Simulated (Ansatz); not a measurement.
Input and output for digermane (`[GeH3][GeH3]`).

```yaml
crystal:
  periodic: [false, false, false]
  atoms:
    - {symbol: Ge, position_ang: [-0.561288, 0.274581, -1.040430]}
    - {symbol: Ge, position_ang: [0.566413, -0.303618, 1.015883]}
    - {symbol: H, position_ang: [-0.363107, -0.875224, -2.023912]}
    - {symbol: H, position_ang: [-2.041406, 0.485099, -0.836637]}
    - {symbol: H, position_ang: [0.015543, 1.603063, -1.602170]}
    - {symbol: H, position_ang: [0.353222, 0.849369, 2.054884]}
    - {symbol: H, position_ang: [2.085788, -0.424415, 0.776072]}
    - {symbol: H, position_ang: [0.035772, -1.600052, 1.624104]}
basis:
  gaussian: {orbitals: x2c-TZVPPall, nuclear_model: gaussian}
hamiltonian: {xc: {name: wB97}}
accuracy: high
```

```sh
$ ansatz run in.yaml --threads 2 --pin off --events-out ev --progress --plain --max-ram 20480MiB --backend cpu
```

Shortened log:

```
Functional definition: wB97
3064 factors; integrals over basis functions are off by at most 2.2e-8 eV
667 factors; integrals over basis functions are off by at most 2.2e-9 eV
mean field evaluation 1: about -114329.7354 eV, gradient 2.5e1 eV
mean field evaluation 2: about -114330.0285 eV, gradient 2.5e1 eV
mean field evaluation 4: about -114330.3998 eV, gradient 2.3e-1 eV
mean field evaluation 8: about -114330.3844 eV, gradient 1.4e-2 eV
mean field evaluation 16: about -114330.3844 eV, gradient 4.1e-6 eV
mean field -114330.38443228 eV, -4201.5641319685 hartree, gradient 5.9e-8 eV, S^2 0.000000; 0 other end points of the search recorded, 0 dependent functions left out
reference -114330.38443118 eV, -4201.5641319279 hartree; 35, 35 occupied and 145, 145 virtual orbitals, 3064 factors
Total energy: -114330.38443118 eV, -4201.5641319279 hartree
Relativity: scalar
```

Hardware: 2 threads of a server CPU on a shared host. Wall time 32 s, peak host memory 1.1 GiB.
